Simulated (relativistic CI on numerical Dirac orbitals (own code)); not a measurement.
# Transition arrays of Sr¹⁷⁺

Computed by Dirac-Coulomb-Breit CI, separate exchange-only KLI orbitals for each configuration, model QED, valence Slater integrals scaled by 0.9, whole transition arrays (own radial code, finite nucleus).

Configurations in the expansion (outside the closed core [Ne] 3s2): 3p⁶3d³, 3p⁶3d²4f, 3p⁵3d⁴, 3p⁶3d²4p, 3p⁶3d²5f. Levels of other configurations are missing.

All E1 lines from the levels of 3p⁶3d³; mean and standard deviation are weighted by gf, and upper levels are sorted by their leading configuration.

| Upper configuration | Lines | Σgf | Mean (eV) | Mean (nm) | σ (eV) | Strongest line (nm) |
| --- | --- | --- | --- | --- | --- | --- |
| 3p⁶3d²4f | 721 | 265.0 | 377.11 | 3.288 | 4.00 | 3.265 |
| 3p⁵3d⁴ | 1718 | 188.6 | 143.77 | 8.624 | 10.37 | 8.375 |
| 3p⁶3d²4p | 466 | 14.6 | 291.07 | 4.260 | 3.92 | 4.258 |
| 3p⁶3d²5f | 721 | 88.7 | 479.56 | 2.585 | 4.35 | 2.573 |

Σgf per state of the lower configuration in bins of 0.2 nm over the central range (centre: value): 2.5: 0.56, 2.7: 0.18, 3.3: 2.19, 4.3: 0.11, 7.9: 0.14, 8.1: 0.23, 8.3: 0.31, 8.5: 0.20, 8.7: 0.19, 8.9: 0.09, 9.1: 0.10, 9.3: 0.08, 9.5: 0.06, 9.7: 0.05.

Question: How do configuration mixing and the scaling of the Slater integrals move the arrays?

Answer: Slater scale 0.9, no configuration mixing: 3p⁶3d²4f 376.9 ± 3.9 eV (Σgf 250.3), 3p⁵3d⁴ 143.9 ± 10.3 eV (Σgf 198.8), 3p⁶3d²4p 291.2 ± 3.8 eV (Σgf 16.2), 3p⁶3d²5f 479.4 ± 4.3 eV (Σgf 70.9); Slater scale 1: 3p⁶3d²4f 377.5 ± 4.4 eV (Σgf 267.8), 3p⁵3d⁴ 146.1 ± 11.2 eV (Σgf 190.2), 3p⁶3d²4p 291.1 ± 4.3 eV (Σgf 14.4), 3p⁶3d²5f 479.7 ± 4.8 eV (Σgf 89.9); Slater scale 0.8: 3p⁶3d²4f 376.7 ± 3.6 eV (Σgf 262.2), 3p⁵3d⁴ 141.5 ± 9.5 eV (Σgf 186.9), 3p⁶3d²4p 291.0 ± 3.5 eV (Σgf 14.8), 3p⁶3d²5f 479.4 ± 3.9 eV (Σgf 87.7). With mixing, levels are counted to their leading configuration, so an array can shrink or vanish into another, and the sums then hold other lines.
